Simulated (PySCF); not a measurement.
## A survey of $^{29}$Si NMR shifts

Method: shielding tensors at PBE0/pcSseg-1 (GIAO), coordinates at the PBE0-D3(BJ)/def2-SVP level, in PySCF 2.14 (one computed conformer, isolated molecule, rapidly exchanging positions averaged, non-relativistic).

Shieldings were converted by a linear fit to measured shifts: $^{29}$Si (scatter 8.9 ppm rms, 23.9 ppm with the 6 outliers that the fit left out vs TMS, solution or neat liquid). Occasional misses reach two or three times the rms, and more in compound classes unlike the fitted ones.

Task: Give the $^{29}$Si shifts of `F[C@@H]1C[C@H]1[SiH3]`, `CC#Cc1c(F)ccn1[SiH3]`.

Result: 
```
             compound               environment  δ (ppm)
F[C@@H]1C[C@H]1[SiH3]  silicon bonded to C, 3 H    -63.9
 CC#Cc1c(F)ccn1[SiH3]  silicon bonded to N, 3 H    -51.5
```

Task: Match the shifts -32.5, -46.8, -65.2 ppm to `C=C[SiH2]CF`, `C=C[C@H](F)[SiH3]`, `F[C@H]1CC[SiH2]1`.

Result: -32.5: F[C@H]1CC[SiH2]1 (silicon bonded to 2 C, 2 H, in a 4-membered ring); -46.8: C=C[SiH2]CF (silicon bonded to 2 C, 2 H); -65.2: C=C[C@H](F)[SiH3] (silicon bonded to C, 3 H).
